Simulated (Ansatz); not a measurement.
Basis-set series for CuF₄P (`[F][Cu-][P+](F)(F)F`). Total charge 0; spin multiplicity 1. The geometry is a stationary point of PBE0-D4/def2-TZVP. It is one conformer, not always the lowest.

```json
{"functional": "PBE0-D4", "basis": "def2-TZVPP", "functions": "230", "energy (Eh)": "-2380.86140", "HOMO (eV)": "-8.25", "LUMO (eV)": "-1.74"}
{"functional": "PBE0-D4", "basis": "def2-QZVPP", "functions": "398", "energy (Eh)": "-2380.93913", "HOMO (eV)": "-8.25", "LUMO (eV)": "-1.82"}
{"functional": "ωB97M-V", "basis": "def2-TZVPP", "functions": "230", "energy (Eh)": "-2381.41719", "HOMO (eV)": "-10.80", "LUMO (eV)": "0.30"}
{"functional": "ωB97M-V", "basis": "def2-QZVPP", "functions": "398", "energy (Eh)": "-2381.49178", "HOMO (eV)": "-10.81", "LUMO (eV)": "-0.03"}
```

Question: Give the rows for def2-SVP. (Estimate.)

Answer: Computed: 
| functional | basis | functions | energy (Eh) | HOMO (eV) | LUMO (eV) |
| --- | --- | --- | --- | --- | --- |
| PBE0-D4 | def2-SVP | 105 | -2379.95511 | -7.83 | -1.29 |
| ωB97M-V | def2-SVP | 105 | -2380.50155 | -10.28 | 0.92 |

Positive LUMOs are unbound and depend on the basis. Scalar relativity is left out up to krypton.
